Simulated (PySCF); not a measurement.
Fractional electron number in Cu⁻ (copper, charge -1)

The 4s beta orbital of [Ar] 3d10 4s2 is emptied in steps (occupation f), with all orbitals relaxed, ending at [Ar] 3d10 4s1. Calculation: PySCF 2.14, in aug-cc-pVTZ-DK (8s7p5d3f2g, 93 functions); scalar relativity by spin-free X2C-1e. The exact energy is a straight line in f; departures are measured from the line between the end points of the same method.

```
   f  PBE0 (eV)  r2SCAN (eV)  LC-wPBE (eV)
   1      0.000        0.000         0.000
0.75     -0.304       -0.404         0.066
 0.5     -0.419       -0.550         0.079
0.25     -0.322       -0.420         0.054
   0      0.000        0.000         0.000
```

```tsv
method	E(f=0) − E(f=1) (eV)	−ε at f=1 (eV)	−ε at f=0.5 (eV)
PBE0	1.082	-0.475	1.035
r2SCAN	1.239	-0.853	1.209
LC-wPBE	0.842	1.257	0.809
```

Orbital energy along the path (eV):

```
   f    PBE0  r2SCAN  LC-wPBE
   1   0.475   0.853   -1.257
0.75  -0.228  -0.121   -0.988
 0.5  -1.035  -1.209   -0.809
0.25  -1.914  -2.319   -0.675
   0  -2.813  -3.519   -0.585
```

At f = 1 the orbital energy is positive for PBE0, r2SCAN: only the finite basis holds the electron.

Reference removal energy between the ground levels: 1.236 eV (measured; photodetachment measurements, as compiled on the Wikipedia data page of electron affinities).
